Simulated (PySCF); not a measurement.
Level sweep

Species: C4H7NSi.
InChI=1S/C4H7NSi/c1-3-4-5-6-2/h1,4H,6H2,2H3/b5-4-

PySCF, dipoles from the SCF density, polarisabilities from static response with core orbitals frozen. Geometry: PBE0-D3(BJ)/def2-SVP, one conformer, isolated molecule.

The anisotropy is √(½[(α1 − α2)² + (α2 − α3)² + (α3 − α1)²]).

```json
{"level": "LDA/def2-SVPD", "μ (D)": "1.549", "α (Å³)": "13.20", "anisotropy (Å³)": "7.06"}
{"level": "PBE/def2-SVPD", "μ (D)": "1.517", "α (Å³)": "12.98", "anisotropy (Å³)": "6.99"}
{"level": "B3LYP/def2-SVPD", "μ (D)": "1.596", "α (Å³)": "12.56", "anisotropy (Å³)": "6.56"}
{"level": "PBE0/def2-SVPD", "μ (D)": "1.588", "α (Å³)": "12.43", "anisotropy (Å³)": "6.47"}
{"level": "BHandHLYP/def2-SVPD", "μ (D)": "1.675", "α (Å³)": "12.06", "anisotropy (Å³)": "6.18"}
{"level": "CAM-B3LYP/def2-SVPD", "μ (D)": "1.633", "α (Å³)": "12.27", "anisotropy (Å³)": "6.21"}
{"level": "wB97X-D/def2-SVPD", "μ (D)": "1.634", "α (Å³)": "12.32", "anisotropy (Å³)": "6.20"}
{"level": "LC-wPBE/def2-SVPD", "μ (D)": "1.624", "α (Å³)": "11.90", "anisotropy (Å³)": "5.86"}
{"level": "HF/def2-SVPD", "μ (D)": "1.795", "α (Å³)": "11.65", "anisotropy (Å³)": "5.90"}
{"level": "PBE0/6-31G*", "μ (D)": "1.678", "α (Å³)": "10.07", "anisotropy (Å³)": "6.90"}
{"level": "PBE0/def2-SVP", "μ (D)": "1.586", "α (Å³)": "10.68", "anisotropy (Å³)": "6.78"}
{"level": "PBE0/6-31+G*", "μ (D)": "1.704", "α (Å³)": "11.60", "anisotropy (Å³)": "6.87"}
{"level": "PBE0/aug-cc-pVDZ", "μ (D)": "1.534", "α (Å³)": "12.75", "anisotropy (Å³)": "6.58"}
{"level": "PBE0/def2-TZVP", "μ (D)": "1.544", "α (Å³)": "12.00", "anisotropy (Å³)": "6.71"}
{"level": "PBE0/def2-TZVPD", "μ (D)": "1.564", "α (Å³)": "12.68", "anisotropy (Å³)": "6.55"}
```

The dipole runs from 1.52 D (PBE/def2-SVPD) to 1.80 D (HF/def2-SVPD). No reference polarisability is at hand; against PBE0 in the largest diffuse basis at hand (def2-TZVPD) the other PBE0 rows deviate by 6-31G* -21%, def2-SVP -16%, 6-31+G* -9%, def2-SVPD -2%, aug-cc-pVDZ +1%, def2-TZVP -5%. In one basis (def2-SVPD) the functionals order the polarisability from HF (lowest) to LDA (highest), a spread of 13%. With PBE0 the polarisability is 10.91 Å³ without diffuse functions (mean of 6-31G*, def2-SVP and def2-TZVP) and 12.37 Å³ with them (mean of 6-31+G*, def2-SVPD, aug-cc-pVDZ and def2-TZVPD).
